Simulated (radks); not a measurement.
Results of a calculation; reference values are marked as such.
Coulomb parameter of the 4d shell of neutral rhodium in the model configuration [Kr] 4d8 5s1, as a second difference U = [E(n + 0.25) + E(n - 0.25) - 2 E(n)] / (0.25)^2 with all orbitals relaxed. "Bare": the charge of the atom changes with n. "Screened": the 5s shell takes up the change at fixed total charge, which measures U(4d,4d) + U(5s,5s) - 2 U(4d,5s). Level of theory: scalar-relativistic Kohn-Sham, r2SCAN, spin-unpolarised, spherical densities, finite nucleus; meta-GGA in the generalised Kohn-Sham scheme; Fermi nuclear charge, rms radius 4.4945 fm (a radial shooting solver on a logarithmic mesh with Libxc functionals).

| case | configuration | E - E(n) (eV) |
|---|---|---|
| start | [Kr] 4d8 5s1 | 0.000 |
| bare +0.25 | [Kr] 4d8.25 5s1 | -1.224 |
| bare -0.25 | [Kr] 4d7.75 5s1 | 1.825 |
| screened +0.25 | [Kr] 4d8.25 5s0.75 | -0.424 |
| screened -0.25 | [Kr] 4d7.75 5s1.25 | 0.509 |

U(bare) = 9.613 eV, U(screened by 5s) = 1.370 eV, against the Slater integral F0(4d,4d) = 15.807 eV with frozen orbitals. The step up makes a negative ion, whose loosely bound charge lowers the bare value.
